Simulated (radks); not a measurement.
Question: Valence configurations of O I (all share [He]). Method: scalar-relativistic Kohn-Sham, SCAN, spin-polarised, spherical densities, finite nucleus; open shells are filled with parallel spins first; meta-GGA in the generalised Kohn-Sham scheme; Fermi nuclear charge, rms radius 2.6991 fm; computed with a radial shooting solver on a logarithmic mesh with Libxc functionals. Order these by energy: 2p6; 2s1 2p5; 2s2 2p4; 2s1.5 2p4.5.

Answer: From the lowest, in eV above it: 2s2 2p4 0.000; 2s1.5 2p4.5 7.991; 2s1 2p5 15.509; 2p6 34.196. NIST lists [He] 2s2 2p4 as the ground configuration; this level of theory agrees among the configurations tried. The energies are those of spherical high-spin densities, not of single terms.
